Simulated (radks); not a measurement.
Polarisability of the argon ion Ar+, [Ne] 3s2 3p5, at imaginary frequency. Calculated with a radial shooting solver on a logarithmic mesh with Libxc functionals: non-relativistic Kohn-Sham, PBE, spin-unpolarised, spherical densities, point nucleus. Response by self-consistent Sternheimer equations with the Hartree and adiabatic LDA kernel.

w (hartree)  alpha1(iw) (bohr^3)
0.00266                    7.084
0.0143                     7.082
0.0360                     7.070
0.0697                     7.031
0.118                      6.934
0.186                      6.724
0.280                      6.323
0.413                      5.635
0.605                      4.612
0.892                      3.341
1.35                       2.072
2.12                       1.076
3.59                      0.4611
6.94                      0.1578
17.5                     0.03560

Static values: alpha1 = 7.084 bohr^3 (1.050 angstrom^3; uncoupled 11.07). C6 = 31.96, triple-dipole C9 = 166.3 atomic units. One-pole (London) frequency 4 C6 / (3 alpha1^2) = 0.849 hartree, against 0.813 for minus the highest occupied eigenvalue.
